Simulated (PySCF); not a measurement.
Stepwise substitution at one centre (Si F-OH). All species are isolated molecules in the gas phase. One relaxed conformer stands for each flexible species; it need not be the lowest. Strings in code marks are SMILES.

All values below come from PySCF with PBE-D3(BJ)/def2-TZVP // B3LYP-D3(BJ)/def2-TZVP. All candidates: neutral, multiplicity 1. Excitations are Tamm–Dancoff values on a coarser integration grid. The basis has no diffuse functions, so Rydberg states are missing or too high.

```json
{
 "LUMO": "-0.43 eV",
 "HOMO–LUMO gap": "6.88 eV",
 "T1 excitation (TDA)": "6.76 eV"
}
```

Identify which member has these values.
(A) `O[Si](O)(O)O`
(B) `O[Si](O)(F)F` (H–O–Si–F torsion 43°, F–Si–O–H torsion 85°)
(C) `O[Si](F)(F)F`
(D) `O[Si](O)(O)F`

A, `O[Si](O)(O)O`. The others give `O[Si](O)(O)F`: -0.54 eV, 7.36 eV, 7.22 eV; `O[Si](O)(F)F` (H–O–Si–F torsion 43°, F–Si–O–H torsion 85°): -0.68 eV, 7.61 eV, 7.44 eV; `O[Si](F)(F)F`: -0.78 eV, 8.02 eV, 7.77 eV
